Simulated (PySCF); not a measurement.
CH₆BClOSi, SMILES CB(Cl)O[SiH3].

Geometry: r2SCAN-D4/def2-SVP. This is a generated structure with no PubChem entry under its InChIKey; it may be hypothetical. One conformer was computed; it need not be the lowest.

Computed with CAM-B3LYP/def2-TZVP in PySCF.

The molecule is in vacuum.

Question: Estimate the frontier levels, gap, dipole moment and polarisability. (Estimate from the structure and the level; the computed values follow.)

Answer: 
```yaml
highest_occupied_level: -10.06 eV
lowest_empty_level: 0.87 eV
orbital_gap: 10.92 eV
dipole_moment: 2.40 D
quadrupole, principal values (traceless, Buckingham form, about the centre of nuclear charge): -3.04, 1.08, 1.96 D·Å
mean_static_polarisability: 65.8 bohr³ (9.75 Å³)
polarisability_principal_values: 54.4, 65.0, 78.0 bohr³
```
